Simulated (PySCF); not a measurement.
Input file for PySCF: R-M06-2X/def2-TZVPP on CH5BS (SMILES CBS).

```python
from pyscf import gto, dft

mol = gto.M(
    atom='''
    C    -0.85939554   -0.30467895    0.03795212
    B     0.30825108    0.72234358   -0.07770967
    S     2.04708368    0.32257384   -0.04836424
    H    -1.50907487   -0.22530673   -0.84071456
    H    -1.49556291   -0.04525745    0.89145725
    H    -0.55085985   -1.34562642    0.14381202
    H     0.09878674    1.88981998   -0.19807465
    H     1.96077169   -1.01386784    0.09164173
    ''',
    basis='def2-tzvpp',
    charge=0, spin=0, verbose=4, max_memory=1800)
mf = dft.RKS(mol, xc='m062x').density_fit(auxbasis='def2-universal-jkfit')
mf.grids.level = 4
mf.conv_tol = 1e-9
mf.max_cycle = 150
mf.kernel()
mf.dip_moment()
```

Output:

```
PySCF version 2.14.0

[INPUT] verbose = 4
[INPUT] num. atoms = 8
[INPUT] num. electrons = 32
[INPUT] charge = 0
[INPUT] spin (= nelec alpha-beta = 2S) = 0
[INPUT] symmetry False subgroup None
[INPUT] Mole.unit = angstrom
[INPUT] Symbol           X                Y                Z      unit          X                Y                Z       unit  Magmom
[INPUT]  1 C     -0.859395540000  -0.304678950000   0.037952120000 AA   -1.624022203273  -0.575759771420   0.071719112647 Bohr   0.0
[INPUT]  2 B      0.308251080000   0.722343580000  -0.077709670000 AA    0.582510118801   1.365031534038  -0.146849993530 Bohr   0.0
[INPUT]  3 S      2.047083680000   0.322573840000  -0.048364240000 AA    3.868427509267   0.609576212549  -0.091395167823 Bohr   0.0
[INPUT]  4 H     -1.509074870000  -0.225306730000  -0.840714560000 AA   -2.851738205764  -0.425768013721  -1.588720267334 Bohr   0.0
[INPUT]  5 H     -1.495562910000  -0.045257450000   0.891457250000 AA   -2.826204301958  -0.085524185596   1.684610054258 Bohr   0.0
[INPUT]  6 H     -0.550859850000  -1.345626420000   0.143812020000 AA   -1.040974249519  -2.542865399779   0.271765331220 Bohr   0.0
[INPUT]  7 H      0.098786740000   1.889819980000  -0.198074650000 AA    0.186679883339   3.571242186931  -0.374306840719 Bohr   0.0
[INPUT]  8 H      1.960771690000  -1.013867840000   0.091641730000 AA    3.705321486901  -1.915932544104   0.173177771281 Bohr   0.0

nuclear repulsion = 88.1151237617953
number of shells = 66
number of NR pGTOs = 235
number of NR cGTOs = 174
basis = def2-tzvpp
ecp = {}


******** <class 'pyscf.df.df_jk.DFRKS'> ********
method = DFRKS
initial guess = minao
damping factor = 0
level_shift factor = 0
DIIS = <class 'pyscf.scf.diis.CDIIS'>
diis_start_cycle = 1
diis_space = 8
diis_damp = 0
SCF conv_tol = 1e-09
SCF conv_tol_grad = None
SCF max_cycles = 150
direct_scf = False
XC library pyscf.dft.libxc version 7.1.2
    S. Lehtola, C. Steigemann, M. J. T. Oliveira, and M. A. L. Marques,  SoftwareX 7, 1–5 (2018)
XC functionals = m062x
    Y. Zhao and D. G. Truhlar,  Theor. Chem. Acc. 120, 215 (2008)
    Y. Zhao and D. G. Truhlar,  Theor. Chem. Acc. 120, 215 (2008)
radial grids:
    Treutler-Ahlrichs [JCP 102, 346 (1995); DOI:10.1063/1.469408] (M4) radial grids

becke partition: Becke, JCP 88, 2547 (1988); DOI:10.1063/1.454033
pruning grids: <function nwchem_prune>
grids dens level: 4
symmetrized grids: False
atomic radii adjust function: <function treutler_atomic_radii_adjust>
small_rho_cutoff = 0
Set gradient conv threshold to 3.16228e-05
Initial guess from minao.
tot grids = 163944
******** <class 'pyscf.df.df.DF'> ********
auxbasis = def2-universal-jkfit
init E= -464.307955859494
  HOMO = -0.337772834370831  LUMO = -0.0624836763228416  gap/eV = 7.49100
cycle= 1 E= -464.143035609485  delta_E= 0.165  |g|= 0.276  |ddm|= 1.88
  HOMO = -0.316799521945169  LUMO = 0.0175923126002573  gap/eV = 9.09927
cycle= 2 E= -464.157030819985  delta_E= -0.014  |g|= 0.197  |ddm|= 0.393
  HOMO = -0.338936900485194  LUMO = 0.00260410170514191  gap/eV = 9.29380
cycle= 3 E= -464.166546860611  delta_E= -0.00952  |g|= 0.0257  |ddm|= 0.15
  HOMO = -0.340617947769132  LUMO = 0.0044654119824834  gap/eV = 9.39020
cycle= 4 E= -464.16671185611  delta_E= -0.000165  |g|= 0.0106  |ddm|= 0.0295
  HOMO = -0.338748764076829  LUMO = 0.00449525208037826  gap/eV = 9.34015
cycle= 5 E= -464.166743395638  delta_E= -3.15e-05  |g|= 0.00342  |ddm|= 0.0118
  HOMO = -0.33892891169404  LUMO = 0.00480372760779346  gap/eV = 9.35344
cycle= 6 E= -464.166746199198  delta_E= -2.8e-06  |g|= 0.000482  |ddm|= 0.00304
  HOMO = -0.338967268873798  LUMO = 0.00471061265837136  gap/eV = 9.35195
cycle= 7 E= -464.166746261013  delta_E= -6.18e-08  |g|= 0.000246  |ddm|= 0.000795
  HOMO = -0.338959638002382  LUMO = 0.00474496150959425  gap/eV = 9.35268
cycle= 8 E= -464.166746278751  delta_E= -1.77e-08  |g|= 3.71e-05  |ddm|= 0.000227
  HOMO = -0.338962149279592  LUMO = 0.0047438262815227  gap/eV = 9.35272
cycle= 9 E= -464.166746279151  delta_E= -4e-10  |g|= 6.15e-06  |ddm|= 5.05e-05
  HOMO = -0.338962303247399  LUMO = 0.00474283998531533  gap/eV = 9.35269
Extra cycle  E= -464.166746279164  delta_E= -1.27e-11  |g|= 3.3e-06  |ddm|= 1.13e-05
converged SCF energy = -464.166746279164
Dipole moment(X, Y, Z, Debye): -0.80026, -1.02173,  0.11249
```

Self-consistency was reached.

Cost: very roughly 40 core-seconds.
